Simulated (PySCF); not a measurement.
**Correlation energy of Pb⁺ (lead, charge +1)**

[Xe] 4f14 5d10 6s2 6p1, 2P determinant. Calculation: PySCF 2.14, in aug-cc-pVDZ-PP with ECP60MDF; scalar relativity through the core potential. Frozen: 5s2 5p6 5d10; 3 electrons correlated.

| level | correlation energy (mhartree) |
| --- | --- |
| CCSD | -31.72 |
| (T) | -0.23 |
| CCSD(T) | -31.95 |
| CCSDT | -32.04 |
| FCI | -32.04 |

Diagnostics: T1 = 0.0072, D1 = 0.0162, largest double amplitude 0.073, weight of the Hartree-Fock determinant in FCI 0.9671 (5819 determinants).

Spin-orbit coupling, absent here, splits the open shell strongly.

Cost of the coupled-cluster step: of the order of 0.23 core-seconds, for 3 correlated electrons.
